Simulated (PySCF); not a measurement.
**Low-lying terms of Tc(33+) (technetium, charge +33)**

Ground state [Ne], ¹S. Calculation: PySCF 2.14, in an uncontracted even-tempered set (19 s from 1.92 bohr⁻², ratio 2.5; 12 p from 2.4 bohr⁻², ratio 2.5; 7 d from 1.28 bohr⁻², ratio 2.7; 3 f from 100 bohr⁻², ratio 2.7); the spin-free X2C one-electron Hamiltonian (Gaussian nucleus). Vertical excitation energies in eV without spin-orbit coupling; excited terms of each kind are numbered among those the solver found. Frozen: 1s2.

```tsv
term	leading excitation	EOM-EE-CCSD
1 3P°	2p → s	2552.9
1 1P°	2p → s	2559.1
1 3S	2p → p	2630.4
1 3D	2p → p	2641.0
1 1D	2p → p	2646.2
1 1P	2p → p	2647.0
1 3P	2p → p	2647.2
1 1S	2p → p	2688.7
2 3P°	2p → d	2736.1
1 3F°	2p → d	2741.4
1 1F°	2p → d	2747.8
1 1D°	2p → d	2749.6
2 3S	2s → s	2866.2
2 1S	2s → s	2879.4
```

The spin-orbit splitting of the hole, absent here, rivals or exceeds the spacing of these terms, so the LS terms are model states.

The solver can miss terms. The 22 highest virtual orbitals were dropped.
